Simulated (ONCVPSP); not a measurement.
Rb (Z = 37): one change to an ONCV potential, before and after

```
Element                 : Rb
Generator               : ONCVPSP 4.0.1
Type                    : optimised norm-conserving Vanderbilt (ONCV)
Functional              : PBE
Relativity              : scalar-relativistic
Frozen core             : [Ar] 3d10
Valence charge          : 9
Reference configuration : 4s2 4p6 5s1
Partial waves           : 4s+5s: rc 2.30 bohr, ncon 4, nbas 8, qcut 6.1 1/bohr, 3 projectors, debl 2.1 Ha; 4p: rc 2.30 bohr, ncon 4, nbas 8, qcut 4.9 1/bohr, 2 projectors, debl 3.8 Ha; d scattering state at 0.09 Ha: rc 2.00 bohr, ncon 4, nbas 9, qcut 4.5 1/bohr, 2 projectors, debl 2.8 Ha
Local potential         : polynomial inside 1.35 bohr (lpopt 5, dvloc0 -1 Ha)
Core correction         : none
```

Change: all radii scaled by about 1.32 (s 3.04, p 3.04, d 2.64 bohr); local potential polynomial inside 1.78 bohr (lpopt 5, dvloc0 -1 Ha).

Cutoffs: the cutoffs (Ha) at which the residual kinetic energy of the hardest occupied pseudo-wave falls to 1 and 0.1 mHa per electron; they do not see the model core or the augmentation charge, which bear on the density cutoff. Errors are all-electron minus pseudo energies relative to the spin-unpolarised reference configuration.

Question: How do hardness, ghosts and transferability respond?

Answer: The potential gets softer (11 Ha and 13 Ha → 7.9 Ha and 10 Ha); of the 4 tests that both files solve, the error grows in 1 and shrinks in 1 by more than 15 % and 0.3 meV (median size 0.5 → 1.6 meV); neither file shows a bound ghost. A larger radius leaves more room for a smooth pseudo-wave, so fewer plane waves are needed.

| quantity | base | changed |
| --- | --- | --- |
| cutoff, loose | 11 Ha | 7.9 Ha |
| cutoff, tight | 13 Ha | 10 Ha |
| loose cutoff by channel | s 11 Ha, p 6.6 Ha | s 7.9 Ha, p 6.7 Ha |
| bound ghosts | none | none |
| GHOST(+) flags under 300 eV | s at 203.9 eV | s at 154.2 eV |
| error for 4s2 4p6 5s0, meV [ΔE 4.15 eV] | -0.2 | -0.3 |
| error for 4s2 4p6 5s0.5, meV [ΔE 1.58 eV] | -0.1 | -0.1 |
| error for 4s2 4p6 5s0 5p1, meV [ΔE 1.52 eV] | +0.9 | +2.9 |
| error for 4s2 4p5 5s1, meV [ΔE 21.14 eV] | -15 | -7.1 |
